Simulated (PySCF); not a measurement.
**ECD: `C[Si@@H]1CO[Si@H]1[SiH3]`, C₂H₁₀OSi₃**

Geometry (Å), atoms numbered from 1 in this order:
```xyz
16

C     2.5772    0.8536   -0.5018
Si    0.8966    0.6467    0.3110
C     0.6605   -0.9097    1.4405
O    -0.4380   -1.5722    0.8000
Si   -0.8025   -0.6744   -0.6023
Si   -3.0300    0.0520   -0.6171
H     3.3455    1.1030    0.2473
H     2.8784   -0.0722   -1.0143
H     2.5535    1.6660   -1.2444
H     0.4686    1.9252    0.9636
H     1.5492   -1.5680    1.4521
H     0.4087   -0.6847    2.4916
H    -0.5194   -1.4423   -1.8604
H    -3.9954   -1.0905   -0.6125
H    -3.2664    0.8720   -1.8481
H    -3.2913    0.9071    0.5819
```

Computed, not measured: PySCF 2.14.0, TDDFT B3LYP/def2-SVPD circular dichroism and optical rotation, one conformer, gas phase. Geometry: PBE0-D3(BJ)/def2-SVP.

Question: What are the CIP labels of the stereocentres?

Answer: Si2 R, Si5 S.

Question: Which excitations and rotatory strengths does the calculation give?

Answer: Rotatory strengths R in 10⁻⁴⁰ esu² cm², velocity form and length form (origin at the centre of mass); f in length form.
| state | E (eV) | λ (nm) | f | R (velocity) | R (length) | main |
| --- | --- | --- | --- | --- | --- | --- |
| 1 | 5.21 | 238 | 0.034 | -42.9 | -42.2 | HOMO→LUMO 0.94 |
| 2 | 5.57 | 222 | 0.023 | +59.9 | +58.6 | HOMO−1→LUMO 0.90 |
| 3 | 5.86 | 212 | 0.002 | +5.7 | +6.0 | HOMO−2→LUMO 0.96 |
| 4 | 6.01 | 206 | 0.126 | -1.1 | -1.9 | HOMO→LUMO+1 0.86 |
| 5 | 6.13 | 202 | 0.079 | +2.7 | +4.1 | HOMO→LUMO+2 0.81, HOMO−1→LUMO+2 0.08 |
| 6 | 6.36 | 195 | 0.027 | +35.0 | +32.0 | HOMO−1→LUMO+1 0.53, HOMO−1→LUMO+2 0.39 |
| 7 | 6.40 | 194 | 0.107 | +81.8 | +80.4 | HOMO−1→LUMO+2 0.36, HOMO−1→LUMO+1 0.33 |
| 8 | 6.42 | 193 | 0.017 | -21.3 | -20.6 | HOMO→LUMO+3 0.86 |
| 9 | 6.51 | 190 | 0.017 | +19.6 | +18.7 | HOMO−2→LUMO+1 0.92 |
| 10 | 6.65 | 186 | 0.072 | -66.0 | -63.6 | HOMO−2→LUMO+2 0.81, HOMO−1→LUMO+2 0.08 |
| 11 | 6.73 | 184 | 0.024 | +2.7 | +2.5 | HOMO→LUMO+4 0.88 |
| 12 | 6.82 | 182 | 0.029 | -3.3 | -3.5 | HOMO−1→LUMO+3 0.87 |

Among the states computed, the strongest CD band (largest |R|) is state 7. The largest dissymmetry factor in size, g = 4R/(D+G), with D and G the electric and magnetic dipole strengths, is +0.02 for state 2 (velocity form, f = 0.025), among bands with |R| over 0.5. The mirror image has the same energies and oscillator strengths and all R with the opposite sign.
